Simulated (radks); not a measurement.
The numbers below are computed, except where a source is named.
Question: The table gives one normalised radial function P(r) = r R(r) of Sn+ in [Kr] 4d10 5s2 5p1 (r in bohr). Code: a radial shooting solver on a logarithmic mesh with Libxc functionals. Model: scalar-relativistic Kohn-Sham, PBE, spin-unpolarised, spherical densities, finite nucleus; Fermi nuclear charge, rms radius 4.6519 fm.

r              P
0.0043     0.0594
0.005735   0.0715
0.00771    0.0839
0.01028    0.0936
0.01372    0.0974
0.01844    0.0900
0.02459    0.0659
0.03307    0.0192
0.0441    -0.0457
0.05882   -0.1152
0.07909   -0.1581
0.1055    -0.1303
0.1407    -0.0134
0.1891     0.1533
0.2523     0.2381
0.3392     0.1225
0.4524    -0.1529
0.6034    -0.3587
0.8112    -0.2492
1.082      0.1509
1.455      0.5780
1.94       0.7539
2.588      0.6436
3.479      0.3726
4.64       0.1459
6.189      0.0351
8.321      0.0042

Which n and l does it have? It may be an empty orbital.

Answer: n = 5, l = 0: the number of nodes gives n - l - 1 = 4, the rise at small r (about r^(l+1), flatter next to the nucleus through relativity) gives l, and the extent must fit the shell. The curve is that of 5s. 5s: eigenvalue -17.811 eV, 4 radial nodes at r = 0.0363, 0.144, 0.389, 0.983 bohr, <r> = 2.31 bohr, 90 % of the charge inside 3.39 bohr.
